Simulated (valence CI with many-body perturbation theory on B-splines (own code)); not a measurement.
**Te21+: electric-dipole lines**

Level of theory: configuration interaction combined with many-body perturbation theory (CI+MBPT): three valence electrons over a frozen Dirac-Fock core [Ar] 3d10, a basis of 11 s, 11 p, 9 d, 7 f, 5 g, 2 h, 1 i functions for each j, with the one-electron correlation potential Σ1, the two-electron term Σ2, the three-electron term Σ3, Breit, model QED; selected CI, second order for the rest (own B-spline code, finite nucleus).

No measured spectrum was set against this ion. As an estimate, levels hold to about 250 cm⁻¹ or 0.2 % of their energy and the worst to 1 %, as in measured heavy ions of charge 2 to 7; those with d or f electrons hold less well.

Lines 151 to 200 of 270 in falling wavelength, among levels below 1816100 cm⁻¹, chosen from the strongest by gf and those to the six lowest levels. Wavelengths and rates use the calculated energies, so an error of 2000 cm⁻¹ moves a line at 144.7 Å by 0.29 % and its rate by three times that or more. Electric multipoles are in the length gauge, E1 and E2 with the static RPA response of the core. Weak lines are less certain than strong ones. Lines between different terms over intervals too small for the method are left out, as are lines whose strength nearly cancels. Where a level lies close to another of its J and parity, the split of strength between their lines is uncertain. The highest levels of a list are the least certain.

Levels are named by their leading jj configuration (3d3/2^4 stands for four electrons in 3d with j = 3/2), which in mixed levels can hold well under half, so a name can repeat and another be missing. Letters in brackets count levels of one name in rising energy.

| λ vac (Å) | Upper | Lower | A (s⁻¹) | log gf | Branch % |
| --- | --- | --- | --- | --- | --- |
| 144.7 | (4p1/2 4p3/2^2) J=1/2 | (4s 4p1/2^2) J=1/2 | 5.17e+08 | -2.49 | 0.7 |
| 144.6 | (4p1/2 4p3/2 4d3/2) J=3/2 [b] | (4p1/2 4p3/2^2) J=5/2 | 1.82e+10 | -0.64 | 7.1 |
| 144.3 | (4p1/2 4p3/2 4d5/2) J=5/2 [b] | (4p1/2 4p3/2^2) J=3/2 | 3.74e+10 | -0.15 | 14.9 |
| 143.4 | (4p1/2 4p3/2 4d3/2) J=3/2 [b] | (4p1/2 4p3/2^2) J=3/2 | 1.56e+10 | -0.72 | 6.1 |
| 143.4 | (4s 4p3/2 4d3/2) J=3/2 [b] | (4s 4p3/2^2) J=3/2 | 1.42e+11 | 0.24 | 48.7 |
| 143.4 | (4p3/2^3) J=3/2 | (4s 4p1/2 4p3/2) J=3/2 [a] | 1.01e+09 | -1.90 | 1.3 |
| 142.3 | (4s^2 4d5/2) J=5/2 | (4s^2 4p3/2) J=3/2 | 1.57e+11 | 0.46 | 100.0 |
| 142.1 | (4p3/2^2 4d3/2) J=1/2 | (4p1/2 4p3/2^2) J=1/2 | 2.98e+10 | -0.74 | 18.9 |
| 141.9 | (4s 4p3/2 4d5/2) J=5/2 [b] | (4s 4p3/2^2) J=3/2 | 2.37e+11 | 0.63 | 78.5 |
| 141.8 | (4s 4p3/2 4d3/2) J=3/2 [b] | (4s 4p3/2^2) J=1/2 | 1.67e+10 | -0.70 | 5.7 |
| 141.7 | (4s 4p3/2 4d5/2) J=3/2 [b] | (4s 4p3/2^2) J=1/2 | 1.53e+11 | 0.27 | 68.7 |
| 141.3 | (4s 4p1/2 4d5/2) J=5/2 [a] | (4s 4p1/2 4p3/2) J=3/2 [a] | 9.53e+10 | 0.23 | 75.9 |
| 141.2 | (4s 4p3/2 4d3/2) J=1/2 [a] | (4s 4p1/2 4p3/2) J=3/2 [b] | 1.85e+09 | -1.96 | 1.2 |
| 140.9 | (4s 4p3/2 4d3/2) J=5/2 [a] | (4s 4p1/2 4p3/2) J=3/2 [b] | 1.07e+09 | -1.72 | 0.6 |
| 140.5 | (4s 4p3/2 4d3/2) J=3/2 [a] | (4s 4p1/2 4p3/2) J=3/2 [b] | 4.46e+09 | -1.28 | 2.6 |
| 140.4 | (4s^2 4f5/2) J=5/2 | (4s^2 4d5/2) J=5/2 | 1.77e+10 | -0.50 | 7.3 |
| 140.2 | (4s^2 4f7/2) J=7/2 | (4s^2 4d5/2) J=5/2 | 2.17e+11 | 0.71 | 98.7 |
| 140.2 | (4s 4p1/2 4d3/2) J=3/2 [a] | (4s 4p1/2^2) J=1/2 | 9.75e+08 | -1.94 | 9.6 |
| 139.7 | (4s 4p1/2 4d3/2) J=3/2 [b] | (4s 4p1/2 4p3/2) J=3/2 [a] | 2.68e+10 | -0.50 | 14.5 |
| 139.6 | (4p1/2 4p3/2 4d5/2) J=5/2 [c] | (4p1/2 4p3/2^2) J=5/2 | 1.98e+10 | -0.46 | 8.7 |
| 139.3 | (4s 4p1/2 4d3/2) J=1/2 | (4s 4p1/2 4p3/2) J=3/2 [a] | 4.10e+09 | -1.62 | 1.8 |
| 138.5 | (4p1/2 4p3/2 4d5/2) J=5/2 [c] | (4p1/2 4p3/2^2) J=3/2 | 6.29e+10 | 0.04 | 27.6 |
| 137.7 | (4s 4p3/2 4d5/2) J=7/2 [b] | (4s 4p3/2^2) J=5/2 | 4.10e+10 | -0.03 | 52.3 |
| 137.1 | (4s 4p1/2 4d5/2) J=5/2 [b] | (4s 4p1/2 4p3/2) J=5/2 | 1.27e+09 | -1.67 | 1.4 |
| 136.6 | (4s^2 4f5/2) J=5/2 | (4s^2 4d3/2) J=3/2 | 2.22e+11 | 0.57 | 90.8 |
| 136.0 | (4s 4p3/2 4d5/2) J=3/2 [a] | (4s 4p1/2 4p3/2) J=1/2 | 1.51e+11 | 0.22 | 69.0 |
| 135.5 | (4s 4p3/2 4d5/2) J=5/2 [a] | (4s 4p1/2 4p3/2) J=3/2 [b] | 2.05e+08 | -2.47 | 0.2 |
| 134.7 | (4s 4p1/2 4d5/2) J=3/2 | (4s 4p1/2 4p3/2) J=5/2 | 3.37e+09 | -1.44 | 2.0 |
| 134.3 | (4p1/2 4p3/2 4d5/2) J=3/2 [a] | (4p1/2^2 4p3/2) J=3/2 | 2.11e+10 | -0.64 | 19.9 |
| 134.1 | (4p1/2 4p3/2 4d5/2) J=5/2 [a] | (4p1/2^2 4p3/2) J=3/2 | 1.90e+10 | -0.51 | 20.1 |
| 133.8 | (4s 4p3/2 4d5/2) J=7/2 [c] | (4s 4p3/2^2) J=5/2 | 1.57e+11 | 0.53 | 76.0 |
| 131.5 | (4s 4p1/2 4d5/2) J=5/2 [b] | (4s 4p1/2 4p3/2) J=3/2 [a] | 7.58e+09 | -0.93 | 8.3 |
| 130.8 | (4s 4p3/2 4d3/2) J=5/2 [a] | (4s 4p1/2 4p3/2) J=5/2 | 1.15e+11 | 0.25 | 59.5 |
| 130.7 | (4p3/2^2 4d3/2) J=1/2 | (4p1/2 4p3/2^2) J=3/2 | 8.86e+10 | -0.34 | 56.2 |
| 130.5 | (4s 4p3/2 4d5/2) J=7/2 [a] | (4s 4p1/2 4p3/2) J=5/2 | 1.69e+11 | 0.54 | 91.2 |
| 130.5 | (4s 4p3/2 4d3/2) J=3/2 [a] | (4s 4p1/2 4p3/2) J=5/2 | 4.11e+10 | -0.38 | 24.1 |
| 130.3 | (4p3/2^2 4d3/2) J=3/2 | (4p1/2 4p3/2^2) J=5/2 | 2.83e+10 | -0.54 | 11.5 |
| 130.3 | (4s 4p3/2 4d5/2) J=3/2 [a] | (4s 4p1/2 4p3/2) J=3/2 [b] | 1.61e+10 | -0.79 | 7.3 |
| 130.1 | (4p3/2^3) J=3/2 | (4s 4p1/2^2) J=1/2 | 1.50e+10 | -0.82 | 19.9 |
| 129.6 | (4p3/2^2 4d3/2) J=5/2 | (4p1/2 4p3/2^2) J=5/2 | 9.29e+10 | 0.15 | 36.3 |
| 129.4 | (4p3/2^2 4d3/2) J=3/2 | (4p1/2 4p3/2^2) J=3/2 | 1.54e+11 | 0.19 | 62.6 |
| 129.3 | (4s 4p1/2 4d5/2) J=3/2 | (4s 4p1/2 4p3/2) J=3/2 [a] | 1.56e+10 | -0.81 | 9.2 |
| 129.0 | (4p1/2 4p3/2 4d5/2) J=5/2 [b] | (4p1/2^2 4p3/2) J=3/2 | 1.19e+11 | 0.25 | 47.3 |
| 128.7 | (4p3/2^2 4d3/2) J=5/2 | (4p1/2 4p3/2^2) J=3/2 | 1.08e+11 | 0.21 | 42.2 |
| 128.4 | (4p1/2 4p3/2 4d3/2) J=3/2 [b] | (4p1/2^2 4p3/2) J=3/2 | 1.76e+11 | 0.24 | 68.6 |
| 127.8 | (4p1/2 4p3/2 4d3/2) J=1/2 [b] | (4p1/2^2 4p3/2) J=3/2 | 1.72e+11 | -0.07 | 73.6 |
| 127.1 | (4s 4p1/2 4d3/2) J=3/2 [b] | (4s 4p1/2^2) J=1/2 | 1.35e+11 | 0.12 | 72.8 |
| 127.0 | (4s 4p3/2 4d5/2) J=1/2 | (4s 4p1/2 4p3/2) J=1/2 | 9.12e+10 | -0.36 | 43.6 |
| 126.9 | (4p3/2^2 4d3/2) J=7/2 | (4p1/2 4p3/2^2) J=5/2 | 2.18e+11 | 0.62 | 86.8 |
| 126.8 | (4s 4p1/2 4d3/2) J=1/2 | (4s 4p1/2^2) J=1/2 | 2.23e+11 | 0.03 | 96.5 |
